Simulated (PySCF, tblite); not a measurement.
Isomers of [C5H11P2]+ (charge +1), one GFN2-xTB conformer each. Single-point energies are computed at PBE0/pcSseg-1 (PySCF, gas phase, no added dispersion term), electronic only.

| SMILES | GFN2-xTB relative energy (kJ/mol) |
| --- | --- |
| C#CC[P@H+](P)CC | 152.7 |
| CC1=CC[P@@H+](P)C1 | 0.0 |
| C=C[PH+](C=C)CP | 204.1 |
| C#C[P@@H+](C)CPC | 201.0 |

Conformers: `[CH:1]#[C:2][CH2:3][P@H+:4]([PH2:5])[CH2:6][CH3:7]` (charge +1) with C2–C3–P4–P5 -65°, C3–P4–P5–H 149° and 56°, C3–P4–C6–C7 177°; `[CH3:1][C:2]1=[CH:3][CH2:4][P@@H+:5]([PH2:6])[CH2:7]1` (charge +1) with C4–P5–P6–H -175° and -81°, C2–C3–C4–P5 -13°, C3–C4–P5–P6 -98°, C4–P5–C7–C2 -17°, C1–C2–C7–P5 -168°; `[CH2:1]=[CH:2][PH+:3]([CH:4]=[CH2:5])[CH2:6][PH2:7]` (charge +1) with C1–C2–P3–C4 119°, C2–P3–C4–C5 -13°, C2–P3–C6–P7 -60°, P3–C6–P7–H 95° and -172°; `[CH:1]#[C:2][P@@H+:3]([CH3:4])[CH2:5][PH:6][CH3:7]` (charge +1) with C2–P3–C5–P6 171°, P3–C5–P6–C7 177°.

What does PBE0/pcSseg-1 give for the same structures?

```tsv
SMILES	PBE0/pcSseg-1 E (Eh)	PBE0/pcSseg-1 (kJ/mol)	GFN2-xTB (kJ/mol)	point group
CC1=CC[P@@H+](P)C1	-879.04644	0.0	0.0	C1
C=C[PH+](C=C)CP	-878.99386	138.0	204.1	C1
C#C[P@@H+](C)CPC	-878.98292	166.8	201.0	C1
C#CC[P@H+](P)CC	-878.98147	170.6	152.7	C1
```

Both levels put the same isomer lowest; measured from each level's own lowest isomer, the values differ by up to 66.1 kJ/mol (C=C[PH+](C=C)CP: 204.1 against 138.0). Neighbours under 21 kJ/mol apart (C#C[P@@H+](C)CPC and C#CC[P@H+](P)CC) can change places with a better method, another conformer or zero-point energy.

Which frontier levels and rotational constants go with these structures?

```tsv
SMILES	HOMO (eV, PBE0/pcSseg-1)	LUMO (eV)	A, B, C (MHz)
CC1=CC[P@@H+](P)C1	-11.40	-5.38	3141, 1133, 1022
C=C[PH+](C=C)CP	-11.61	-5.57	1992, 1305, 1008
C#C[P@@H+](C)CPC	-11.29	-5.15	3758, 836.8, 733.3
C#CC[P@H+](P)CC	-12.12	-5.23	2745, 1089, 840.1
```

What happens when harmonic zero-point energies from GFN2-xTB frequencies are added?

| SMILES | ZPE (kJ/mol) | electronic (kJ/mol) | with ZPE (kJ/mol) |
| --- | --- | --- | --- |
| CC1=CC[P@@H+](P)C1 | 367.8 | 0.0 | 0.0 |
| C=C[PH+](C=C)CP | 358.2 | 138.0 | 128.5 |
| C#C[P@@H+](C)CPC | 360.5 | 166.8 | 159.5 |
| C#CC[P@H+](P)CC | 359.7 | 170.6 | 162.5 |

The zero-point energies span 9.6 kJ/mol. The order is unchanged.
